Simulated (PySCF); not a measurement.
BGeH₆P.
SMILES: `B[PH][GeH3]`

Jobs on this species (9 atoms, 58 electrons) with PySCF (density fitting). Hardware of each: Arm Neoverse V1, one thread, shared host. Other jobs ran on the host; a repeat could differ by tens of per cent or more. Peak memory is the resident size of the whole Python process, interpreter and libraries included.

```json
{"level and settings": "delta-SCF UKS HF, pcX-2 on the ionised atom, pcseg-1 elsewhere, spin-free X2C", "work": "ΔSCF core ionisation, 3 holes", "basis functions": "131", "SCF cycles": "?", "wall time": "?", "peak memory": "?"}
{"level and settings": "delta-SCF UKS SCAN, pcX-2 on the ionised atom, pcseg-1 elsewhere, spin-free X2C", "work": "ΔSCF core ionisation, 3 holes", "basis functions": "131", "SCF cycles": "?", "wall time": "?", "peak memory": "?"}
{"level and settings": "delta-SCF UKS B3LYP, pcX-2 on the ionised atom, pcseg-1 elsewhere, spin-free X2C", "work": "ΔSCF core ionisation, 3 holes", "basis functions": "131", "SCF cycles": "?", "wall time": "?", "peak memory": "?"}
{"level and settings": "delta-SCF UKS SCAN, def2-TZVP on the ionised atom, pcseg-1 elsewhere, spin-free X2C", "work": "ΔSCF core ionisation, 3 holes", "basis functions": "108", "SCF cycles": "44", "wall time": "11 s", "peak memory": "0.47 GiB"}
{"level and settings": "PBE0-D3(BJ)/def2-SVP, grid level 1", "work": "geometry optimisation from a GFN2-xTB start shaken at random", "basis functions": "94", "SCF cycles": "67", "wall time": "36 s", "peak memory": "0.39 GiB"}
{"level and settings": "delta-SCF UKS PBE, pcX-2 on the ionised atom, pcseg-1 elsewhere, spin-free X2C", "work": "ΔSCF core ionisation, 3 holes", "basis functions": "131", "SCF cycles": "42", "wall time": "7.1 s", "peak memory": "0.47 GiB"}
{"level and settings": "delta-SCF UKS PBE0, pcX-2 on the ionised atom, pcseg-1 elsewhere, spin-free X2C", "work": "ΔSCF core ionisation, 3 holes", "basis functions": "131", "SCF cycles": "41", "wall time": "14 s", "peak memory": "0.47 GiB"}
{"level and settings": "delta-SCF UKS SCAN, pcX-2 on the ionised atom, pcseg-1 elsewhere, non-relativistic", "work": "ΔSCF core ionisation, 3 holes", "basis functions": "131", "SCF cycles": "44", "wall time": "11 s", "peak memory": "0.47 GiB"}
{"level and settings": "delta-SCF UKS SCAN, pcX-1 on the ionised atom, pcseg-1 elsewhere, spin-free X2C", "work": "ΔSCF core ionisation, 3 holes", "basis functions": "111", "SCF cycles": "44", "wall time": "9.1 s", "peak memory": "0.47 GiB"}
```

Fill in the missing figures.

- delta-SCF UKS HF, pcX-2 on the ionised atom, pcseg-1 elsewhere, spin-free X2C; ΔSCF core ionisation, 3 holes: 8.8 s, 0.47 GiB, 41 SCF cycles
- delta-SCF UKS SCAN, pcX-2 on the ionised atom, pcseg-1 elsewhere, spin-free X2C; ΔSCF core ionisation, 3 holes: 11 s, 0.40 GiB, 44 SCF cycles
- delta-SCF UKS B3LYP, pcX-2 on the ionised atom, pcseg-1 elsewhere, spin-free X2C; ΔSCF core ionisation, 3 holes: 15 s, 0.47 GiB, 41 SCF cycles

What do all jobs in the table cost together?

About 2.0 min; the longest takes about 29 % of that, and about 5.1 times as long as the shortest.
